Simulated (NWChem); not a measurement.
C2H5FOSi; SMILES C=C[SiH](O)F

```xyz
10

Si     0.0075    -0.5164    -0.4262
O      0.7710    -1.6843     0.4638
F     -1.5562    -0.4175    -0.0224
C      0.7190     1.1752    -0.1314
C     -0.0265     2.2044     0.2948
H      0.1028    -0.9862    -1.8231
H      0.9146    -1.4855     1.4001
H      1.7823     1.3446    -0.3135
H      0.3886     3.1964     0.4678
H     -1.0914     2.0933     0.4875
```
Atoms are numbered in this order, from 1.

Level: B3LYP/6-31G* (spherical d) (NWChem), optimised geometry, unscaled harmonic frequencies. 

### Question
List the harmonic frequencies with IR intensities, and the thermochemistry.

### Answer
```
frequency (cm⁻¹)  IR intensity (km/mol)
----------------  ---------------------
89                                  0.8
170                                 1.7
222                                18.0
307                                45.1
343                               103.8
416                                12.6
539                                47.7
671                                25.3
805                                32.2
852                                24.8
895                               269.9
923                               191.9
958                               199.7
1012                               27.6
1036                               35.7
1055                               18.9
1306                                2.4
1464                               20.0
1678                               14.9
2319                              154.8
3134                               11.3
3151                               13.0
3228                               11.5
3796                               63.7
```

The zero-point energy comes out as 43.4 kcal/mol and the thermal correction to the enthalpy at 298.15 K (with zero-point energy) is 48.1 kcal/mol. The heat capacity Cv is 22.2 cal/(mol K) and the entropy at 298.15 K and 1 atm (symmetry number 1) is 79.3 cal/(mol K). The dipole moment is 2.32 D.

Rigid rotor and harmonic oscillator; modes under 100 cm⁻¹ make the entropy uncertain.
